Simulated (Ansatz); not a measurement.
Active spaces for ZnF₂, singlet

Calculated in Ansatz's Gaussian-basis code. Basis def2-SVP, nonrelativistic, 7 orbitals frozen in the corrections. State-specific CASSCF; RHF is the lowest restricted (open-shell) Hartree–Fock solution met. The basis is small, far from the limit. Solutions may break the symmetry of the shape. No proof that the lowest CASSCF solution was found.

Geometry:

```xyz
3

F     0.0000    0.0000    1.8814
Zn    0.0000    0.0000    0.0000
F     0.0000    0.0000   -1.8814
```

Task: What do CASSCF and its corrections give against RHF in CAS(4,4), and what are the occupations?

Result: CASSCF -1.449 eV, SC-NEVPT2 -19.798 eV; occupations 1.98, 1.97, 0.03, 0.02.
